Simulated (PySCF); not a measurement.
Job file and geometry (Å, from GFN2-xTB) of an NMR shielding run on `CC(=S)O[SiH3]`, C₂H₆OSSi, GIAO PBE0/pcSseg-1 NMR shielding, non-relativistic, gas phase (PySCF); density fitting, a coarse starting grid and PySCF grid level 2 are the driver's defaults:

```
$ OMP_NUM_THREADS=1 python probes_run.py task.json out

{"job": {"kind": "nmr", "xc": "PBE0", "basis": "pcSseg-1"}, "charge": 0, "multiplicity": 1}
C     -1.955169    -0.018391     0.011595
C     -0.534200     0.393662    -0.185090
S     -0.112000     1.832904    -0.816864
O      0.357811    -0.488551     0.199654
Si     2.010567    -0.332758     0.135165
H     -2.183741    -0.028097     1.078128
H     -2.104648    -1.028668    -0.367186
H     -2.622578     0.675068    -0.490466
H      2.321180    -1.646981     0.674346
H      2.418058    -0.137321    -1.250115
H      2.410145     0.781804     0.984869
```

Task: Write the output of this run.

Result: 
```
coarse grid: 10232 points
cycle   1  E = -842.1419427585  dE =  6.079e-01  |g| = 6.341e-01  |ddm| = 3.038e+00
cycle   2  E = -842.0509719094  dE =  9.097e-02  |g| = 9.532e-01  |ddm| = 1.122e+00
cycle   3  E = -842.2211089279  dE = -1.701e-01  |g| = 9.158e-02  |ddm| = 6.800e-01
cycle   4  E = -842.2229912340  dE = -1.882e-03  |g| = 3.183e-02  |ddm| = 1.116e-01
cycle   5  E = -842.2231790286  dE = -1.878e-04  |g| = 1.671e-02  |ddm| = 4.461e-02
cycle   6  E = -842.2232514601  dE = -7.243e-05  |g| = 3.115e-03  |ddm| = 2.054e-02
cycle   7  E = -842.2232534229  dE = -1.963e-06  |g| = 8.201e-04  |ddm| = 3.176e-03
final grid: 89528 points
cycle   8  E = -842.2642118551  dE = -1.084e-05  |g| = 9.883e-03  |ddm| = 1.938e-02
cycle   9  E = -842.2641832365  dE =  2.862e-05  |g| = 1.490e-02  |ddm| = 1.897e-02
cycle  10  E = -842.2642313617  dE = -4.813e-05  |g| = 1.736e-03  |ddm| = 1.280e-02
cycle  11  E = -842.2642320928  dE = -7.312e-07  |g| = 4.241e-04  |ddm| = 1.926e-03
cycle  12  E = -842.2642321285  dE = -3.570e-08  |g| = 9.679e-05  |ddm| = 4.405e-04
cycle  13  E = -842.2642321309  dE = -2.331e-09  |g| = 2.463e-05  |ddm| = 1.260e-04
cycle  14  E = -842.2642321310  dE = -1.510e-10  |g| = 4.291e-06  |ddm| = 3.015e-05
converged SCF energy = -842.2642321310

GIAO shielding tensors (ppm)
atom      isotropic    diamagn.    paramagn.     s11        s22        s33       span
  0 C      149.846     248.383     -98.537    124.233    135.741    189.564     65.330
  1 C      -47.857     254.005    -301.862   -233.030     -2.983     92.443    325.473
  2 S       18.928    1058.482   -1039.554   -419.791    -72.900    549.474    969.264
  3 O       76.090     400.864    -324.774   -141.747    115.820    254.198    395.945
  4 Si     394.575     879.959    -485.383    367.843    368.282    447.602     79.759
  5 H       28.903      28.534       0.369     25.837     27.363     33.509      7.672
  6 H       29.111      29.028       0.083     25.305     28.148     33.881      8.577
  7 H       28.683      28.807      -0.124     24.271     29.480     32.297      8.026
  8 H       27.113      29.615      -2.501     23.564     25.948     31.828      8.264
  9 H       26.652      29.188      -2.535     23.293     25.339     31.325      8.031
 10 H       26.716      29.222      -2.506     23.368     25.298     31.481      8.113
```

Task: Turn these shieldings into chemical shifts. Shifts are taken against calculated references (same method and geometry level): 13C (σ = 186.93 ppm) and 29Si (σ = 349.16 ppm) and 1H (σ = 31.72 ppm) vs TMS; 33S (σ = 503.73 ppm) vs CS2; 17O (σ = 336.08 ppm) against H2O.

Result: Averaging equivalent atoms: C 1: 234.8; C 0: 37.1; S 2: 485; O 3: 260.0; Si 4: -45.4; H 8/9/10: 4.89; H 5/6/7: 2.82 ppm. Unscaled 17O shifts of doubly bonded oxygen tend to come out too high, by tens of ppm or more. Experimental scales use liquid or dissolved standards, which lie at an offset from isolated H2O (liquid H2O: subtract about 36 ppm).

Size and cost of the density-fitted run: 129 basis functions, 11 s wall time on 1 thread of an Arm Neoverse V1, shared host; peak memory 0.6 GiB.
